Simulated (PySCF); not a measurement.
Field gradients at the hydrogen positions

C₇H₁₁ClSi.
Cartesian coordinates in Å at the GFN2-xTB level; atoms count from 1:
```
atom  x, y, z in Å
C1     2.4400   -0.1843    1.6660
C2     1.8520   -0.2389    0.6249
C3     1.1480   -0.3020   -0.6438
C4     0.6325    1.0849   -1.0476
Si5   -0.7486    1.6834    0.1121
C6    -1.8557    0.1488    0.2766
C7    -1.0123   -1.0987    0.5279
C8     0.0430   -1.3636   -0.5393
Cl9   -0.7427   -1.5521   -2.1417
H10    2.9578   -0.1327    2.5769
H11    1.8647   -0.6466   -1.4034
H12    0.2574    1.0235   -2.0703
H13    1.4749    1.7773   -1.0607
H14   -0.1949    2.0594    1.4178
H15   -1.4764    2.8049   -0.4872
H16   -2.5738    0.2553    1.0895
H17   -2.4360    0.0045   -0.6357
H18   -0.4872   -1.0033    1.4822
H19   -1.6616   -1.9769    0.5915
H20    0.5138   -2.3323   -0.3385
```

Level: PBE0/pcSseg-1 (PySCF, non-relativistic); Q(2H) = 0.00286 b; rigid geometry, the same for H and D, with no vibrational averaging.

Question: Rank these positions by the coupling χzz of a deuteron there, largest first.
A. H20 (methine hydrogen)
B. H13 (methylene hydrogen)
C. H19 (methylene hydrogen)
D. H10 (alkyne hydrogen)
E. H15 (Si–H hydrogen)

Answer: D (266 kHz), B (210 kHz), C (200 kHz), A (193 kHz), E (109 kHz).

What are Vzz, η and χzz (234.96 MHz × Q × Vzz) at all hydrogens?

| atom | bonded to | bond length (Å) | Vzz (au) | η | χzz (kHz) |
| --- | --- | --- | --- | --- | --- |
| H10 | C1 | 1.049 | 0.3964 | 0.00 | 266 |
| H11 | C3 | 1.100 | 0.2839 | 0.01 | 191 |
| H12 | C4 | 1.091 | 0.3079 | 0.04 | 207 |
| H13 | C4 | 1.091 | 0.3119 | 0.04 | 210 |
| H14 | Si5 | 1.467 | 0.1611 | 0.01 | 108 |
| H15 | Si5 | 1.465 | 0.1620 | 0.00 | 109 |
| H16 | C6 | 1.090 | 0.3159 | 0.03 | 212 |
| H17 | C6 | 1.091 | 0.3088 | 0.03 | 208 |
| H18 | C7 | 1.093 | 0.2957 | 0.02 | 199 |
| H19 | C7 | 1.094 | 0.2983 | 0.03 | 200 |
| H20 | C8 | 1.096 | 0.2865 | 0.04 | 193 |

Average by the element that carries the hydrogen.

on C: 209 kHz over 9 positions, mean bond length 1.088 Å; on Si: 109 kHz over 2 positions, mean bond length 1.466 Å.

How does χzz go with the bond length over the 9 C–H bonds?

A straight-line fit has a slope of -14.9 kHz for each 0.01 Å, with a correlation coefficient of -0.99, over lengths from 1.049 to 1.100 Å. The longer bonds have the smaller couplings here.

One conformer (not necessarily the lowest) at the GFN2-xTB geometry, without solvent, vibrations or thermal averaging. GFN2-xTB bond lengths can be off by several hundredths of an ångström, more for odd bonds, and the gradients follow them. These gradients aren't converged with respect to the basis.

These values come from a run that also computed NMR shieldings. On one thread of an Arm Neoverse N1, on a shared host, this took 89 s wall and 0.93 GiB of memory at its peak.
